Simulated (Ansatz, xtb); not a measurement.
# C3H2BrN3: which of two isomers lies lower

Structure I: `Brc1cnncn1`, a singlet. Structure II: `Brc1ncncn1`, a singlet. Both are isolated molecules in the gas phase, relaxed with B3LYP/def2-SVP.

I (Å):

```xyz
9

C     0.8211   -1.3557    0.3068
C     1.5321   -0.1431    0.4071
C     2.6609   -2.2781   -0.5776
Br   -0.9876   -1.4433    0.8962
N     2.7921   -0.0763   -0.0018
N     3.3747   -1.1591   -0.5046
N     1.3852   -2.4286   -0.1871
H     1.0845    0.7669    0.8155
H     3.1679   -3.1539   -0.9963
```

II (Å):

```csv
atom,x (Å),y (Å),z (Å)
C,0.5619,-1.4137,0.0047
C,2.3260,-0.0671,0.2700
C,2.6277,-2.2248,-0.2611
Br,-1.3202,-1.6769,0.0050
N,0.9969,-0.1927,0.2848
N,3.1913,-1.0461,0.0044
N,1.3151,-2.4686,-0.2754
H,2.7344,0.9255,0.4957
H,3.2926,-3.0673,-0.4870
```

Question: Estimate which is lower in electronic energy at CCSD(T)/def2-SVP + ΔMP2/def2-TZVPP, and by roughly how much.

Answer: The CCSD(T)/def2-SVP + ΔMP2/def2-TZVPP calculation puts structure II lower, by 25.9 kcal/mol.

The same difference at several levels:

| level | geometry | E(II) − E(I) (kcal/mol) | departure from the last row (kcal/mol) | job, with rough time for the two |
| --- | --- | --- | --- | --- |
| GFN2-xTB | GFN2-xTB | −25.0 | +0.9 | optimisation, 0.29 s |
| HF/STO-3G | GFN2-xTB | −20.8 | +5.1 | single point, 1.5 s |
| r2SCAN-D4/def2-SVP | GFN2-xTB | −26.9 | −1.0 | single point, 7.8 s |
| B3LYP/def2-SVP | B3LYP/def2-SVP | −26.6 | −0.6 | optimisation, 66 s |
| HF/def2-SVP | B3LYP/def2-SVP | −34.2 | −8.2 | part of the CCSD(T) run |
| MP2/def2-SVP | B3LYP/def2-SVP | −26.2 | −0.3 | part of the CCSD(T) run |
| CCSD(T)/def2-SVP | B3LYP/def2-SVP | −26.9 | −1.0 | single point |
| CCSD(T)/def2-SVP + ΔMP2/def2-TZVPP | B3LYP/def2-SVP | −25.9 |  | single point, 1.8 min |

As drawn, II has 2 C∷N in place of 1 C∷C, 1 N∷N (∷ is an aromatic bond).

None of the levels shown reverses the order. The largest departure from CCSD(T)/def2-SVP + ΔMP2/def2-TZVPP is that of HF/def2-SVP, 8.2 kcal/mol. The last row adds to CCSD(T) the change of the MP2 difference between the two basis sets, here +1.0 kcal/mol.

With thermal terms from frequencies at re-optimised GFN2-xTB minima (ideal gas, soft modes damped towards free rotors, one conformer each, 298.15 K, 1 atm): on the last row, ΔE + ΔZPE = −25.4, ΔH = −25.5, ΔG = −24.8 kcal/mol.

The correlated steps freeze 15 core orbitals; the filled d shell of Br is correlated, in a basis made for valence electrons. Run with Ansatz 0.2.0, xtb 6.7.1; the last row on 2 threads of Intel(R) Xeon(R) Processor @ 2.70GHz on a shared host.
